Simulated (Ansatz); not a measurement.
One change: `C#C[O][GeH2][CH3]` becomes `C#CO`.

Ansatz, PBE0-D4/def2-TZVP geometries, multiplicity 1. Each molecule was computed in one conformer, which needn't be the lowest.

Scalar relativity is left out up to krypton.

| property | `C#C[O][GeH2][CH3]` |
| --- | --- |
| LUMO energy (B3LYP/def2-TZVPP) / eV | -0.26 |
| size of the dipole moment (ωB97M-V/def2-TZVPP) / D | 3.10 |
| HOMO energy (PBE/def2-TZVPP) / eV | -5.52 |
| LUMO energy (PBE0/def2-TZVPP) / eV | -0.01 |
| HOMO energy (PBE0/def2-TZVPP) / eV | -6.78 |
| HOMO–LUMO gap (PBE/def2-TZVPP) / eV | 4.59 |

**Question.** What does the change do to each property? (Estimate.)

**Answer.** Computed: 
| property | `C#CO` | shift |
| --- | --- | --- |
| LUMO energy (B3LYP/def2-TZVPP) / eV | -0.02 | 0.24 |
| size of the dipole moment (ωB97M-V/def2-TZVPP) / D | 1.71 | -1.39 |
| HOMO energy (PBE/def2-TZVPP) / eV | -5.97 | -0.45 |
| LUMO energy (PBE0/def2-TZVPP) / eV | 0.41 | 0.42 |
| HOMO energy (PBE0/def2-TZVPP) / eV | -7.29 | -0.51 |
| HOMO–LUMO gap (PBE/def2-TZVPP) / eV | 5.43 | 0.84 |

With PBE0 the HOMO falls by 0.51 eV and the LUMO rises by 0.42 eV, so the gap widens by about 0.93 eV. PBE moves the HOMO by -0.45 eV and ωB97M-V by -0.53 eV. Dipoles are sizes alone; their direction can turn.

B3LYP here is the variant with VWN-RPA as its local correlation; programs differ in this.
